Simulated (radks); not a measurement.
Question: Numerical settings for neutral nickel, [Ar] 3d8 4s2. Calculated with a radial shooting solver on a logarithmic mesh with Libxc functionals: non-relativistic Kohn-Sham, PBEsol, spin-unpolarised, spherical densities, point nucleus. The defaults (mesh step 0.008 in ln r, mesh end at 40 bohr or more with all orbitals vanishing there, Anderson mixing 0.5 over 9 steps, residual threshold near 1e-9 with the energy settled to 1e-9 hartree or 1e-11 of itself, here a cap of 83 iterations) give E = -1506.7100 hartree and 4s at -5.542 eV in 15 iterations. Run on one thread of a shared host, so times are rough (Arm Neoverse N1): 0.12 s of CPU time, 0.12 s wall, 15 iterations on 2669 mesh points. One setting is changed at a time: mesh step in ln r 0.005; mesh step in ln r 0.003; mesh step in ln r 0.12; mesh end (bohr) 400; mesh end (bohr) 3; residual threshold 0.1; residual threshold 0.01; mixing 1.5; linear mixing, mixing 0.05; linear mixing, mixing 0.8; mixing history 3; iteration cap 5. Which runs fail to converge, and which converge to a wrong energy?

Answer: Not converged within the cap: mesh step in ln r 0.12; linear mixing, mixing 0.05; linear mixing, mixing 0.8; iteration cap 5. Settled on a wrong energy, with an occupied level pushed above zero by the early mesh end: mesh end (bohr) 3 (+1.19 hartree). Apart from these: no run marked as converged misses the energy by more than 1 mhartree.
